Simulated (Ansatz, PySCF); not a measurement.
Two conformers of CH6AlNO (SMILES C[NH][AlH][OH]), B3LYP-D3(BJ)/def2-TZVP minima.
Conformer 1 (charge 0, multiplicity 1):
```xyz
10

C     -1.4438    -0.4935     0.1727
N     -0.5576     0.6361    -0.0772
Al     1.2039     0.6444    -0.1846
O      1.9772    -0.8579     0.0304
H     -2.0345    -0.3608     1.0857
H     -0.8530    -1.4018     0.2939
H     -2.1409    -0.6623    -0.6552
H     -1.0653     1.5006    -0.1969
H      1.9888     1.9785    -0.4639
H      2.9252    -0.9833    -0.0048
```
Conformer 2 (charge 0, multiplicity 1, Z-matrix in Å and degrees):
```
N
H 1 1.0096
C 1 1.4573 2 111.76
H 3 1.0918 1 109.76 2 179.98
H 3 1.0954 4 107.20 1 122.22
H 3 1.0954 4 107.20 5 115.55
Al 1 1.7714 2 121.25 3 -179.99
O 7 1.7004 1 122.04 2 -0.01
H 8 0.9569 7 126.34 1 0.00
H 7 1.5668 8 118.11 9 180.00
```

No zero-point or thermal terms.

Cores are frozen in the correlated methods. Rows in 3-21G, 6-31G* carry no dispersion term and start afresh at each structure (6-31G* with six Cartesian d functions).

Run with Ansatz (a quantum-chemistry and plane-wave program); PySCF for 3-21G rows, 6-31G* rows, the dispersion terms. Each number belongs to the level named beside it.

| level | electronic energy of conformer 2 less that of conformer 1 (meV) |
|---|---|
| HF/cc-pV(D+d)Z | 16.3 |
| revPBE-D3(BJ)/def2-TZVPP | 23.5 |
| B3LYP/3-21G | 16.2 |
| B3LYP/6-31G* | 14.8 |
| B3LYP-D3(BJ)/def2-TZVPP | 23.6 |
| BHLYP/def2-TZVPP | 22.5 |
| BHLYP-D3(BJ)/def2-TZVPP | 24.3 |
| CAM-B3LYP-D4/def2-TZVPP | … |
| SCS-MP2/cc-pV(D+d)Z | 16.4 |

Task: Fill in the missing entries.

Result: 
- CAM-B3LYP-D4/def2-TZVPP, electronic energy of conformer 2 less that of conformer 1 (meV): 26.0
